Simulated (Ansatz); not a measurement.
Cost and result for the atomization energy of `[CH3][Ge]1([NH2])[BH][O]1` (11 atoms, 11 bonds).

```xyz
11

C     0.315    1.408   -0.836
Ge    0.420   -0.325    0.043
N     0.252    0.020    1.814
B    -0.341   -2.030   -0.779
O    -1.336   -1.225   -0.685
H     0.195    1.271   -1.910
H    -0.541    1.966   -0.450
H     1.225    1.978   -0.645
H    -0.277    0.822    2.121
H     0.182   -0.745    2.464
H    -0.095   -3.141   -1.138
```

The species carries charge 0 and has multiplicity 1. Correlated methods include outer-core shells of Ge, which these sets cover unevenly. Scalar relativity is left out up to krypton. The geometry is a stationary point of PBE0-D4/def2-TZVP. It is one conformer, not always the lowest. Program: Ansatz. All runs use 4 threads of an Arm Neoverse V1 on a shared host. Times are those of one run each, without the atoms' runs, and a repeat can differ threefold. Electronic energies, without spin–orbit coupling; frozen cores. CCSD(T)/CBS adds CCSD(T) − MP2 in def2-TZVPP to the MP2 limit, and its time is that of the two runs behind it. T1 = 0.015. With those shells the extrapolation isn't a true limit. B3LYP takes the VWN-RPA correlation (the form of Gaussian; ORCA's B3LYP/G).

CCSD(T)/CBS is a level of theory with its own doubt, some kJ/mol a heavy atom from the limit and from the frozen cores, so smaller differences don't rank the functionals.

```
                             level  functions  wall time  atomization (kcal/mol)  difference from CCSD(T)/CBS  per bond
   PBE-D4/def2-TZVPP (with forces)        256      2.9 s                   990.1                         23.5       2.1
                PBE0-D4/def2-TZVPP        256      3.6 s                   966.0                         -0.6      -0.1
r2SCAN-D4/def2-TZVPP (with forces)        256      5.5 s                   971.0                          4.4       0.4
 B3LYP-D4/def2-TZVPP (with forces)        256      5.5 s                   966.8                          0.2       0.0
                 B2PLYP/def2-TZVPP        256      7.5 s                   958.0                         -8.6      -0.8
                ωB97X-V/def2-TZVPP        256      9.5 s                   968.2                          1.6       0.1
  ωB97M-V/def2-TZVPP (with forces)        256       14 s                   967.5                          0.9       0.1
                    MP2/def2-QZVPP        497       32 s                   975.3                          8.7       0.8
                CCSD(T)/def2-TZVPP        256    4.6 min                   941.1                        -25.5      -2.3
                 CCSD(T)/CBS(def2)          –    5.2 min                   966.6                          0.0       0.0
```

In def2-TZVPP, CCSD(T) changes the Hartree–Fock value by +265.7 kcal/mol (the triples alone add +18.0 kcal/mol) and MP2 by +284.9 kcal/mol; breaking electron pairs costs correlation energy, which Hartree–Fock lacks. The D4 term adds +8.3 kcal/mol with B3LYP and +4.4 kcal/mol with PBE0; it sums over pairs of atoms, weighted by their polarisabilities, and B3LYP, whose exchange is more repulsive, gets the larger term. From PBE to PBE0 (25 % exact exchange), in def2-TZVPP and without D4, the atomization energy moves by −23.3 kcal/mol: exact exchange takes away binding that semilocal exchange gives to molecules.
